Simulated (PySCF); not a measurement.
**Ionisation energy of Ge by level of theory**

Ge [Ar] 3d10 4s2 4p2 (3P) → Ge+ [Ar] 3d10 4s2 4p1 (2P), as a difference of total energies. Calculation: PySCF 2.14, in ANO-RCC-VTZP (6s5p3d1f, 43 functions); the spin-free X2C one-electron Hamiltonian (Gaussian nucleus). Correlated levels: valence: [Ar] 3d10 frozen; valence and next inner shell: [Ne] frozen. The calculations carry no spin-orbit coupling.

```json
{"method": "UHF", "ionisation energy (eV)": "7.404", "plus first-order spin-orbit estimate": "7.379", "error of that sum (eV)": "-0.520"}
{"method": "LDA", "ionisation energy (eV)": "8.026", "plus first-order spin-orbit estimate": "8.001", "error of that sum (eV)": "+0.102"}
{"method": "PBE", "ionisation energy (eV)": "7.905", "plus first-order spin-orbit estimate": "7.880", "error of that sum (eV)": "-0.019"}
{"method": "PBE0", "ionisation energy (eV)": "7.935", "plus first-order spin-orbit estimate": "7.911", "error of that sum (eV)": "+0.012"}
{"method": "r2SCAN", "ionisation energy (eV)": "8.064", "plus first-order spin-orbit estimate": "8.039", "error of that sum (eV)": "+0.140"}
{"method": "LC-wPBE", "ionisation energy (eV)": "8.020", "plus first-order spin-orbit estimate": "7.996", "error of that sum (eV)": "+0.097"}
{"method": "BLYP", "ionisation energy (eV)": "7.701", "plus first-order spin-orbit estimate": "7.677", "error of that sum (eV)": "-0.222"}
{"method": "CAM-B3LYP", "ionisation energy (eV)": "7.889", "plus first-order spin-orbit estimate": "7.865", "error of that sum (eV)": "-0.034"}
{"method": "M06-2X", "ionisation energy (eV)": "7.734", "plus first-order spin-orbit estimate": "7.710", "error of that sum (eV)": "-0.189"}
{"method": "MP2 (valence)", "ionisation energy (eV)": "7.668", "plus first-order spin-orbit estimate": "7.643", "error of that sum (eV)": "-0.256"}
{"method": "SCS-MP2 (valence)", "ionisation energy (eV)": "7.600", "plus first-order spin-orbit estimate": "7.575", "error of that sum (eV)": "-0.324"}
{"method": "MP2 (valence and next inner shell)", "ionisation energy (eV)": "7.741", "plus first-order spin-orbit estimate": "7.716", "error of that sum (eV)": "-0.183"}
{"method": "SCS-MP2 (valence and next inner shell)", "ionisation energy (eV)": "7.645", "plus first-order spin-orbit estimate": "7.620", "error of that sum (eV)": "-0.279"}
```

Reference: 7.899 eV (measured; NIST Atomic Spectra Database, ionization energies).

A first-order spin-orbit estimate (lowest level to lowest level, LS coupling) adds -0.025 eV.

Errors of the correlated levels include the incompleteness of this basis and the frozen core.
